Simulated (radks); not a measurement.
Ionisation of neutral promethium, [Xe] 4f5 6s2, to [Xe] 4f5 6s1 as the strength of local exchange is varied. Calculated with a radial shooting solver on a logarithmic mesh with Libxc functionals: scalar-relativistic Kohn-Sham, Slater X-alpha exchange (alpha = 2/3 is LDA exchange), no correlation, spin-polarised, spherical densities, finite nucleus; open shells are filled with parallel spins first (spin-orbit coupling, left out, can overturn this in heavy ions); Fermi nuclear charge, rms radius 4.962 fm.

alpha  E(Pm) (hartree)  exchange (hartree)  IE (eV)  -e of the level emptied (eV)  <r> of it (bohr)
0.617       -9990.9902           -199.2695    4.480                    2.526 (6s)             4.638
0.632       -9995.8526           -204.2200    4.534                    2.583 (6s)             4.619
0.667      -10007.2078           -215.7897    4.664                    2.720 (6s)             4.573
0.679      -10011.1041           -219.7624    4.710                    2.767 (6s)             4.558
0.76       -10037.4464           -246.6580    5.027                    3.103 (6s)             4.451
0.882      -10077.2589           -287.4293    5.533                    3.644 (6s)             4.297
0.931      -10093.2950           -303.8931    5.745                    3.872 (6s)             4.237

NIST Atomic Spectra Database: 5.582 eV (measured). The Delta-SCF value meets it near alpha = 0.89. Open shells are spherical and high-spin; term and fine-structure splittings are not resolved. Spin-orbit splitting is averaged out at the scalar-relativistic level.
